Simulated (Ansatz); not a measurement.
B(SiH3)3 (Si3BH9). Total charge 0; singlet. Geometry r2SCAN-D4/def2-SVP, basis def2-TZVP, Ansatz.

Cartesian coordinates in Å:
```
B -0.010 0.002 0.002
Si -0.100 1.004 -1.737
H -0.753 0.288 -2.878
H 1.302 1.356 -2.145
H -0.831 2.295 -1.513
Si -0.693 -1.884 0.114
H -2.074 -1.966 -0.466
H -0.717 -2.496 1.479
H 0.202 -2.722 -0.755
Si 0.780 0.883 1.625
H 1.338 2.257 1.422
H 1.863 0.014 2.194
H -0.306 0.968 2.658
```

| run | HOMO (eV) | LUMO (eV) |
| --- | --- | --- |
| A | -10.67 | -0.99 |
| B | -7.33 | -4.09 |
| C | -10.14 | -1.29 |
| D | -6.77 | -3.91 |
| E | -6.88 | -4.13 |
| F | -7.14 | -3.94 |

LC-ωPBE has ω = 0.4 bohr⁻¹.

Q: The runs used B97M-V, BLYP, LC-ωPBE, PBE, r2SCAN, ωB97M-V. Estimate which is which.

A: A LC-ωPBE (range-separated); B B97M-V (0 % exact exchange); C ωB97M-V (range-separated); D BLYP (0 % exact exchange); E PBE (0 % exact exchange); F r2SCAN (0 % exact exchange). Exact exchange lowers occupied and raises empty levels; among semilocal functionals meta-GGAs tend to open the gap a little, and such runs are hard to tell apart. The gap grows from 2.75 eV (PBE) to 9.68 eV (LC-ωPBE).
